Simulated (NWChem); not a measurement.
System: AlHOF$_{2}$; SMILES [OH][Al]([F])[F]

The following NWChem deck was run.

```
start job
memory heap 200 mb stack 900 mb global 1100 mb
geometry units angstroms noautoz
  Al     0.024300    -0.034803     0.000000
  F     -0.827078     1.397412     0.000000
  F      1.685524     0.027221     0.000000
  O     -0.732853    -1.555647     0.000000
  H     -1.698501    -1.646012     0.000000
end
basis spherical
  * library aug-cc-pvdz
end
dft
  xc xpbe96 cpbe96
  iterations 150
end
tddft
  nroots 8
  notriplet
end
task tddft energy
```

The geometry was optimised at PBE-D3(BJ)/def2-SVP.

Vertical excitations in the gas phase.

### Question
What results follow from this input? (PBE/aug-cc-pVDZ, full TDDFT.) Quantities: lowest excitation, singlet (eV); oscillator strength of that lowest state; lowest state with f > 0.02, singlet (eV); oscillator strength of that bright state; orbital gap (eV).

### Answer
The lowest excitation, singlet (eV) is 6.01 and the oscillator strength of that lowest state is 0.032. The lowest state with f > 0.02, singlet (eV) is 6.01. The oscillator strength of that bright state is 0.032 and the orbital gap (eV) is 5.89.
